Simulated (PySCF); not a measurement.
Work out the structure from these simulated measurements.

Elements present: C, F, H, N and S. Monoisotopic mass: 142.0001 u.

| Quantity | Value |
| --- | --- |
| 1H NMR | chemical shifts (computed TMS as zero) by class: 5.55 (1 H), 4.78 (1 H), 3.73 (1 H) ppm [GIAO PBE0/pcSseg-1] |
| UV, first state | lowest singlet excitation: 4.15 eV (299 nm, f = 0.002) [TDDFT PBE0/def2-SVPD] |
| 13C NMR | chemical shifts (computed TMS as zero) by class: 165.9 (1 C), 115.7 (2 C), 95.8 (1 C), 21.5 (1 C) ppm [GIAO PBE0/pcSseg-1] |
| Rotational structure | rotational constants A, B, C: 1.827, 1.206, 1.066 GHz [GFN2-xTB] |
| Polarisability | 86.3 au [PBE0/def2-SVPD] |
| Dipole | 3.88 D [PBE0/def2-SVPD] |
| NMR, other nuclei | isotropic shieldings of nuclei other than C and H, by class: -48 (2 N), 255 (1 F), 325 (1 S) ppm [GIAO PBE0/pcSseg-1] |
| UV, strongest line | among the 6 lowest singlet transitions: S4 at 6.17 eV (201 nm, f = 0.260) [TDDFT PBE0/def2-SVPD] |
| Triplet | lowest triplet excitation (Tamm–Dancoff): 3.71 eV [TDA PBE0/def2-SVPD] |

Electronic properties: PySCF, gas phase, density fitting. Levels stand in brackets. One conformer (not necessarily the lowest) at the GFN2-xTB geometry, without solvent, vibrations or thermal averaging. NMR classes are plain means over equivalent atoms (diastereotopic ones count apart unless rotation or inversion swaps them), as if these changed places fast.

Task: Which formula fits the mass and the elements?

Result: C5H3FN2S (calculated 142.0001). No other formula that holds each of these elements comes within 0.0003 u with a fitting electron parity and a possible valence count.

Task: What is the compound? Reason from the data.

Result: Numbering: `[CH2:1]=[C:2]([F:3])[S:4][CH:5]([C:6]#[N:7])[C:8]#[N:9]`. Its formula, C5H3FN2S, gives 5 degrees of unsaturation: 0 rings and 5 π bonds in the structure found. 5 carbons fall into 4 classes; from least to most shielded: vinylic C–F carbon [C2] (165.9 ppm), nitrile carbon [C6/C8] (115.7 ppm, 2 C), terminal =CH2 carbon [C1] (95.8 ppm), sp3 carbon bound to sulfur [C5] (21.5 ppm). Hydrogen classes from least to most shielded: 1 H on a terminal =CH2 carbon, C1 (5.55 ppm), 1 H on a terminal =CH2 carbon, C1 (4.78 ppm), 1 H on an sp3 carbon bound to sulfur, C5 (3.73 ppm). The other shieldings belong to: -48 ppm, nitrile nitrogen [N7/N9]; 255 ppm, vinyl fluorine [F3]; 325 ppm, sulfide sulfur [S4]. S1 is mainly HOMO→LUMO (weight 0.98); the largest Löwdin shares of the orbital it empties are 0.38 on the sulfide sulfur, 0.27 on the terminal =CH2 carbon and 0.18 on the vinylic C–F carbon, of the orbital it fills 0.38 on the sulfide sulfur, 0.17 on the sp3 carbon bound to sulfur and 0.09 on each of 2 atoms of one kind (nitrile nitrogen). By its constants the optimised geometry is an asymmetric top. Structure: `C=C(F)SC(C#N)C#N`. The assignments are read from this structure; whether some other isomer fits the data as well wasn't checked.

Conformer computed: `[CH2:1]=[C:2]([F:3])[S:4][CH:5]([C:6]#[N:7])[C:8]#[N:9]`: C1–C2–S4–C5 179°, C2–S4–C5–C6 -63°.
